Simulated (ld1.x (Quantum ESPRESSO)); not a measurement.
## Reading a pseudo-wave (nickel)

Columns: radius, all-electron u(r) and pseudo u(r) of the 3d shell (level -8.81 eV) of nickel in the configuration [Ne] 3s2 3p6 3d8 4s2 4p0; revPBE, scalar-relativistic, PAW scheme, ld1.x (Quantum ESPRESSO) 7.5.

```json
{"r (bohr)": "0.082", "all-electron": "0.0599", "pseudo": "0.0012"}
{"r (bohr)": "0.165", "all-electron": "0.2590", "pseudo": "0.0098"}
{"r (bohr)": "0.248", "all-electron": "0.4976", "pseudo": "0.0321"}
{"r (bohr)": "0.330", "all-electron": "0.6999", "pseudo": "0.0714"}
{"r (bohr)": "0.413", "all-electron": "0.8468", "pseudo": "0.1299"}
{"r (bohr)": "0.495", "all-electron": "0.9352", "pseudo": "0.2042"}
{"r (bohr)": "0.578", "all-electron": "0.9761", "pseudo": "0.2915"}
{"r (bohr)": "0.660", "all-electron": "0.9807", "pseudo": "0.3831"}
{"r (bohr)": "0.742", "all-electron": "0.9609", "pseudo": "0.4722"}
{"r (bohr)": "0.825", "all-electron": "0.9252", "pseudo": "0.5523"}
{"r (bohr)": "0.908", "all-electron": "0.8803", "pseudo": "0.6157"}
{"r (bohr)": "0.990", "all-electron": "0.8314", "pseudo": "0.6578"}
{"r (bohr)": "1.072", "all-electron": "0.7808", "pseudo": "0.6778"}
{"r (bohr)": "1.155", "all-electron": "0.7299", "pseudo": "0.6767"}
{"r (bohr)": "1.238", "all-electron": "0.6804", "pseudo": "0.6577"}
{"r (bohr)": "1.320", "all-electron": "0.6337", "pseudo": "0.6264"}
{"r (bohr)": "1.402", "all-electron": "0.5895", "pseudo": "0.5882"}
{"r (bohr)": "1.485", "all-electron": "0.5474", "pseudo": "0.5475"}
{"r (bohr)": "1.568", "all-electron": "0.5083", "pseudo": "0.5083"}
{"r (bohr)": "1.650", "all-electron": "0.4722", "pseudo": "0.4722"}
{"r (bohr)": "1.733", "all-electron": "0.4384", "pseudo": "0.4384"}
{"r (bohr)": "1.815", "all-electron": "0.4074", "pseudo": "0.4074"}
{"r (bohr)": "1.898", "all-electron": "0.3784", "pseudo": "0.3784"}
{"r (bohr)": "1.980", "all-electron": "0.3518", "pseudo": "0.3518"}
{"r (bohr)": "2.062", "all-electron": "0.3273", "pseudo": "0.3273"}
{"r (bohr)": "2.145", "all-electron": "0.3042", "pseudo": "0.3042"}
```

Problem. How many radial nodes do the two functions have?

Solution. The all-electron 3d function has n − l − 1 = 0; the pseudo-wave has 0.

Problem. At about which radius was the pseudo-wave matched?

Solution. 1.60 bohr. The columns agree to 0.0005 from 1.49 bohr on; several derivatives are matched, so the curves merge somewhat inside the radius.

Problem. Where does each function peak?

Solution. Outermost all-electron maximum near 0.66 bohr, pseudo maximum near 1.07 bohr (to the table’s step).

Problem. Is the pseudo-wave norm-conserving?

Solution. No, it belongs to a PAW set: the norm inside the radius is not constrained, and the difference is carried by the augmentation charge.
